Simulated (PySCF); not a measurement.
C₂H₇N₂, SMILES N[CH]CN, doublet, PBE0/def2-SVP optimised geometry.

```
11

N     -1.21    -1.13    -0.17
C     -0.81    -0.56     1.03
C      0.66    -0.34     1.18
N      1.18     0.34     0.00
H     -0.63    -0.83    -0.94
H     -2.20    -1.07    -0.38
H     -1.41    -0.78     1.91
H      0.85     0.18     2.14
H      1.20    -1.31     1.25
H      0.88     1.31     0.00
H      2.20     0.34     0.00
```

Density from unrestricted PBE0/def2-TZVP (PySCF 2.14.0) at that geometry.

Minimum of the electron density along straight lines between bonded atoms, close to the bond critical point (lines longer than 1.1 times the sum of covalent radii, or with two minima, are not listed):

| bond | length / Å | ρ at the minimum / e bohr⁻³ | ∇²ρ there / e bohr⁻⁵ | position (fraction from the first atom) |
|---|---|---|---|---|
| N1–C2 | 1.386 | (withheld) | -0.90 | 0.63 |
| C2–C3 | 1.490 | 0.268 | -0.72 | 0.50 |
| C3–N4 | 1.459 | 0.268 | -0.69 | 0.41 |
| N1–H5 | 1.019 | 0.333 | -1.70 | 0.75 |
| N1–H6 | 1.014 | 0.337 | -1.66 | 0.74 |
| C2–H7 | 1.094 | 0.277 | -0.95 | 0.65 |
| C3–H8 | 1.109 | 0.272 | -0.92 | 0.64 |
| C3–H9 | 1.113 | 0.268 | -0.90 | 0.64 |
| N4–H10 | 1.019 | 0.335 | -1.57 | 0.73 |
| N4–H11 | 1.017 | 0.336 | -1.58 | 0.73 |

Fill in the missing entries.


- N1–C2, ρ at the minimum / e bohr⁻³: 0.304
